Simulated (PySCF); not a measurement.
# What a mistake does to a calculation on AlBH4NO

All numbers below are calculated, not measured. They come from PySCF 2.14.0, an open-source quantum chemistry program, on an isolated molecule that a program drew, which may never have been made. The molecule is AlBH4NO (charge 0, doublet), drawn as the SMILES string `[BH][O][AlH][NH2]`.

Each row is a Hartree-Fock (HF) and frozen-core CCSD(T) single point in the cc-pV(D+d)Z basis, meant for a local HF minimum. Run 1 is clean. Each other run has one planted mistake out of seven kinds, and not every kind appears here: one electron removed, one electron added, multiplicity raised by two, geometry at a saddle point, minimal basis STO-3G, one bond length entered in bohr, all coordinates scaled. The reference is restricted for singlets and unrestricted otherwise, and also for a bond in bohr. Adding or removing an electron swaps singlet and doublet. Electrons count all cores. HOMO and LUMO are orbital energies over both spins, the gradient is its largest component, and the lowest frequency (negative if imaginary) is given only where the gradient is small. Bond lengths are over the 7 bonds as drawn. T1 is the CCSD diagnostic: over 0.02 (restricted) or 0.045 (unrestricted) a single reference is doubtful.

Geometry of the clean run:
```xyz
8
AlBH4NO, angstrom
B    -1.5021   -0.0893    3.0699
O    -0.8293    0.1196    1.9523
Al   -0.1776    0.0753    0.3837
N     1.2750   -0.8704    0.1163
H    -1.3926    0.5986    4.0608
H    -0.8694    0.8864   -0.7620
H     1.7648   -1.4023    0.8111
H     1.7428   -0.9545   -0.7666
```

```
run,electrons,basis functions,<S^2>,HOMO (eV),LUMO (eV),gradient (hartree/bohr),lowest frequency (cm^-1),mean bond (Å),longest bond (Å),T1,HF (hartree),CCSD(T) (hartree),mistake
1,37,85,0.754,-8.06,2.64,7.9e-06,76,1.3651,1.754,0.0169,-398.32932,-398.85403,no fault
2,37,85,0.754,-8.11,2.55,1.3e-05,-66,1.3676,1.752,0.0165,-398.32854,-398.85365,geometry at a saddle point
3,38,85,0.000,1.46,6.68,6.7e-02,-,1.3651,1.754,0.0534,-398.23030,-398.80117,one electron added
4,36,85,0.000,-14.91,-6.01,1.3e-01,-,1.3651,1.754,0.0232,-398.07024,-398.60033,?
```

**Which mistake was planted in run 4, and what did it cost?**

It counts 36 electrons, one fewer than the clean run, at the same geometry and basis. So the mistake is: one electron removed. Subtracting run 1 and multiplying by 627.51 kcal/mol a hartree, the energy moved by 162.6 kcal/mol in HF and 159.2 kcal/mol in CCSD(T).

Cautions from the logs. Run 3: T1 is over the limit, so its CCSD(T) energy is less reliable and the HOMO is above zero, so the electron isn't bound and the energy depends on the basis; run 4: T1 is over the limit, so its CCSD(T) energy is less reliable.
